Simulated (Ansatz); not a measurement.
Reaction (ligand exchange at the Si–S bond): `C=N[SiH](O)S` + HBr → `C=N[SiH](O)Br` + H₂S

Computed with Ansatz on PBE0-D4/def2-TZVP structures; ΔE is electronic, products minus reactants. CCSD(T)/CBS is the MP2 limit (def2-TZVPP, def2-QZVPP) plus CCSD(T) − MP2 in def2-TZVPP, frozen cores. This one scheme is used for every species. Functionals use def2-TZVPP. B3LYP here is the variant with VWN-RPA as its local correlation; programs differ in this. For Br outer-core shells are correlated without core-valence functions, which leaves a few kJ/mol of doubt a bond. Scalar relativity is left out up to krypton. Each species was taken in one conformer, which may not be the lowest.

`C=N[SiH](O)S`:

Cartesian coordinates in Å:
```
C -0.099 1.998 0.499
N 0.400 1.053 -0.164
Si -0.158 -0.588 -0.121
O -0.609 -1.072 -1.615
S 1.534 -1.632 0.642
H -0.950 1.889 1.190
H 0.310 3.011 0.413
H -1.362 -0.804 0.718
H 0.066 -1.061 -2.298
H 0.867 -2.795 0.737
```

HBr:

Cartesian coordinates in Å:
```
Br -0.009 -0.361 0.612
H 0.009 0.361 -0.612
```

`C=N[SiH](O)Br`:

Z-matrix (Å, degrees):
```
Si
N 1 1.729
Br 1 2.217 2 105.5
O 1 1.626 2 109.7 3 120.4
H 1 1.478 2 115.0 3 -119.6
C 2 1.258 1 124.8 3 109.7
H 4 0.959 1 117.7 2 -51.0
H 6 1.096 2 120.2 1 179.2
H 6 1.101 2 124.3 1 -0.9
```

H₂S:

```xyz
3

S     0.171    0.150   -0.576
H    -0.965   -0.315   -0.036
H     0.793    0.165    0.612
```

| level | ΔE (kJ/mol) | difference from CCSD(T)/CBS |
| --- | --- | --- |
| PBE-D4 | -32.4 | 5.9 |
| r2SCAN-D4 | -35.9 | 2.4 |
| PBE0-D4 | -34.8 | 3.5 |
| B3LYP-D4 | -36.2 | 2.1 |
| ωB97X-V | -36.7 | 1.6 |
| ωB97M-V | -37.4 | 0.9 |
| B2PLYP | -37.4 | 0.9 |
| PBE | -33.2 | 5.1 |
| r2SCAN | -36.2 | 2.1 |
| PBE0 | -35.4 | 2.9 |
| B3LYP | -37.3 | 1.0 |
| HF/def2-TZVPP | -45.0 | -6.7 |
| MP2/def2-TZVPP | -37.3 | 1.0 |
| SCS-MP2/def2-TZVPP | -37.8 | 0.5 |
| CCSD/def2-TZVPP | -37.2 | 1.1 |
| CCSD(T)/def2-TZVPP | -35.7 | 2.6 |
| HF/def2-QZVPP | -45.2 | -6.9 |
| MP2/def2-QZVPP | -38.8 | -0.5 |
| SCS-MP2/def2-QZVPP | -39.0 | -0.7 |
| HF/CBS(def2) | -45.2 | -6.9 |
| MP2/CBS(def2) | -39.9 | -1.6 |
| CCSD/CBS(def2) | -39.8 | -1.5 |
| CCSD(T)/CBS | -38.3 | 0 |

Largest T1 diagnostic among the species: 0.013.

In def2-TZVPP, CCSD(T) changes the Hartree–Fock value by +9.3 kJ/mol (the triples alone add +1.5 kJ/mol) and MP2 by +7.8 kJ/mol.

CCSD(T)/CBS has its own doubt, a few kJ/mol and more with outer-core shells, so smaller differences from it don't rank the levels.
